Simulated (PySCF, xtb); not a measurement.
In(H)(OH)(OMe) (CH5InO2), SMILES C[O][InH][OH]. The values are those of a single conformer.

Harmonic wavenumbers (cm⁻¹) from GFN2-xTB run with xtb at its own minimum, in rising order: 56, 98, 128, 225, 235, 305, 350, 413, 449, 633, 1038, 1127, 1128, 1404, 1463, 1471, 1592, 2857, 2909, 2920, 3659.

What does PBE-D3(BJ)/def2-SVP in PySCF give at its own minimum? (An estimate is asked for; the answer gives what the named calculation found.)

57, 100, 116, 229, 278, 360, 403, 519, 568, 788, 1079, 1129, 1153, 1418, 1419, 1421, 1780, 2896, 2963, 2982, 3714. Paired by order, the mean absolute difference is 54 cm⁻¹ and the zero-point energies are 35.0 and 36.3 kcal/mol.
